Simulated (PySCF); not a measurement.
An excited-state job on `ClCC#C[SiH2]C#[C][GeH3]`.

Computed with TDDFT CAM-B3LYP/def2-SVPD, vertical, gas phase, core orbitals frozen in the response (PySCF 2.14.0, density-fitted response routines). Geometry: GFN2-xTB. The input is one job of a driver script: a line of settings, then coordinates in Å.

Command:
```bash
OMP_NUM_THREADS=1 python probes_run.py task.json out
```

Input:
```
{"job": {"kind": "uv", "xc": "CAM-B3LYP", "basis": "def2-SVPD", "nstates": 8, "ntriplets": 3}, "charge": 0, "multiplicity": 1}
Cl    -4.847430    -0.605372     0.928119
C     -3.797926     0.349879    -0.189382
C     -2.529334    -0.307050    -0.365589
C     -1.479566    -0.886908    -0.483751
Si     0.129184    -1.774148    -0.710750
C      1.474569    -0.536222    -0.404934
C      2.371003     0.254526    -0.209720
Ge     3.781989     1.476825     0.093995
H     -3.671162     1.335987     0.260242
H     -4.336380     0.427492    -1.135223
H      0.217383    -2.244635    -2.098013
H      0.229902    -2.855830     0.274356
H      4.856725     0.792993     0.870753
H      4.327298     1.931250    -1.218131
H      3.269332     2.649204     0.860461
```

Output:
```
coarse grid: 63352 points
cycle   1  E = -3020.6315611102  dE =  2.566e-01  |g| = 6.232e-01  |ddm| = 1.074e+01
cycle   2  E = -3020.6381731992  dE = -6.612e-03  |g| = 6.407e-01  |ddm| = 3.104e+00
cycle   3  E = -3020.7123305098  dE = -7.416e-02  |g| = 1.207e-01  |ddm| = 1.499e+00
cycle   4  E = -3020.7152500358  dE = -2.920e-03  |g| = 6.225e-02  |ddm| = 2.661e-01
cycle   5  E = -3020.7161580384  dE = -9.080e-04  |g| = 1.104e-02  |ddm| = 1.457e-01
cycle   6  E = -3020.7161820183  dE = -2.398e-05  |g| = 5.302e-03  |ddm| = 4.374e-02
cycle   7  E = -3020.7161888467  dE = -6.828e-06  |g| = 1.349e-03  |ddm| = 1.284e-02
final grid: 130360 points
cycle   8  E = -3020.7161738430  dE =  5.165e-07  |g| = 2.079e-03  |ddm| = 8.732e-03
cycle   9  E = -3020.7161719055  dE =  1.938e-06  |g| = 3.499e-03  |ddm| = 9.261e-03
cycle  10  E = -3020.7161748905  dE = -2.985e-06  |g| = 1.851e-04  |ddm| = 5.774e-03
cycle  11  E = -3020.7161748979  dE = -7.432e-09  |g| = 4.984e-05  |ddm| = 4.159e-04
cycle  12  E = -3020.7161748987  dE = -7.167e-10  |g| = 2.063e-05  |ddm| = 1.055e-04
converged SCF energy = -3020.7161748987

Static polarisability (au): isotropic 131.233, principal 97.319 118.018 178.361

Singlet excitations
state   eV       nm        f      main configurations
  1   5.5670    222.7   0.00045   H->L 0.46, H-2->L 0.21, H-3->L 0.14
  2   5.7340    216.2   0.00019   H-1->L+1 0.15, H-2->L+1 0.14, H-1->L+2 0.13
  3   5.9498    208.4   0.02243   H-2->L 0.17, H->L+2 0.15, H-1->L+1 0.12
  4   5.9762    207.5   0.00304   H->L+1 0.28, H-1->L+2 0.15, H-3->L+1 0.11
  5   6.0570    204.7   0.02663   H-3->L 0.22, H-1->L 0.12, H-1->L+1 0.11
  6   6.2934    197.0   0.00125   H-1->L+1 0.12, H-3->L+1 0.11, H-2->L+1 0.10
  7   6.7127    184.7   0.00091   H-4->L 0.73
  8   6.7777    182.9   0.01802   H-5->L 0.66

Triplet excitations (Tamm-Dancoff, eV): 4.7656 4.7837 5.1480
```

The SCF starts on a coarse grid where the log names one; the energy can jump when the final grid takes over, and dE then counts from the start density on the new grid. H and L stand for HOMO and LUMO; the number after each pair is its weight.

Task: How does the lowest singlet excitation compare with the HOMO–LUMO gap?

Result: HOMO -9.38 eV and LUMO 0.11 eV give a gap of 9.49 eV; S1 at 5.57 eV lies 3.92 eV below it.

Task: Give the mean polarisability as a volume in Å³, and the ratio of the largest to the smallest principal value.

Result: 131.233 au × 0.148185 = 19.45 Å³; 178.361/97.319 = 1.83.

Main results: HOMO -9.38 eV, LUMO 0.11 eV; lowest singlet 5.57 eV; lowest triplet 4.77 eV (Tamm–Dancoff); mean polarisability 131.2 au.

 The CAM-B3LYP/def2-SVPD calculation is non-relativistic and has no spin–orbit coupling, an omission that weighs most on germanium.

Time: 2.4 min; peak memory 1.2 GiB. Hardware: one thread, Arm Neoverse N1 (aarch64) (shared host).
Labels such as C1 count atoms from 1, the log's own numbers from 0.
